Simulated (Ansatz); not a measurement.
Cost and result up the ladder for GeMeCl3 (CH₃Cl₃Ge) (8 atoms). The state is a singlet with charge 0. Geometry: r2SCAN-D4/def2-SVP.

```xyz
8

Ge   -0.165    0.780   -0.120
C     0.229   -1.083    0.167
H     1.315   -1.236    0.098
H    -0.282   -1.681   -0.601
H    -0.126   -1.376    1.165
Cl   -2.282    1.147   -0.047
Cl    0.547    1.438   -2.039
Cl    0.764    2.011    1.378
```

Ansatz on 4 threads of Intel Xeon on a shared host. Times are rough, and most runs start from the orbitals of an earlier one. ωB97M-V/def2-TZVP serves as the yardstick here, not as an exact answer. Differences are given only for rows in sets of like size (and for xTB, whose basis is part of the method), since another set adds its own error. Binding counts from free atoms at the same level (Ge triplet, C triplet, H doublet, Cl doublet; other spins of the atoms weren't run), without zero-point energy or a counterpoise term.

The 6-31G sets use Cartesian d functions. LC-ωPBE has ω = 0.4 bohr⁻¹. B3LYP takes the VWN-RPA correlation. Correlated methods freeze 25 core orbitals; core or outer-core shells of Ge are correlated, in sets that lack core-valence functions.

Correlated methods converge slowly with the basis.

| level | functions | binding energy per atom (eV) | difference from ωB97M-V/def2-TZVP (eV) |
| --- | --- | --- | --- |
| PBE-D4/def2-SVP | 115 | 3.49 | – |
| r2SCAN-D4/def2-TZVP | 208 | 3.46 | 0.03 |
| BHLYP-D4/def2-TZVP | 208 | 3.32 | -0.12 |
| PBE-D4/def2-TZVP (with forces) | 208 | 3.49 | 0.05 |
| PBE0-D4/def2-TZVP | 208 | 3.45 | 0.01 |
| B3LYP-D4/6-31G | 83 | 3.18 | – |
| HF/6-31G | 83 | 2.23 | – |
| HF/STO-3G | 53 | 3.36 | – |
| CCSD(T)/def2-TZVP | 208 | 3.33 | -0.11 |
| PBE0-D4/def2-SVP | 115 | 3.45 | – |
| ωB97M-V/def2-TZVP | 208 | 3.44 | 0.00 |
| PBE0-D4/def2-TZVPD | 256 | 3.45 | 0.01 |
| LC-ωPBE/def2-TZVPD | 256 | 3.39 | -0.05 |
| PBE-D4/def2-TZVPD | 256 | 3.49 | 0.05 |

**Question.** Estimate how long each takes.

**Answer.** HF/STO-3G 0.45 s; HF/6-31G 1.4 s; PBE-D4/def2-SVP 1.4 s; B3LYP-D4/6-31G 1.7 s; PBE0-D4/def2-SVP 2.3 s; PBE-D4/def2-TZVP (with forces) 3.8 s; r2SCAN-D4/def2-TZVP 4.7 s; PBE-D4/def2-TZVPD 4.8 s; PBE0-D4/def2-TZVP 5.5 s; LC-ωPBE/def2-TZVPD 6.5 s; BHLYP-D4/def2-TZVP 7 s; PBE0-D4/def2-TZVPD 8 s; ωB97M-V/def2-TZVP 12 s; CCSD(T)/def2-TZVP 1.9 min. On shared hardware such times vary by a factor of up to 3.
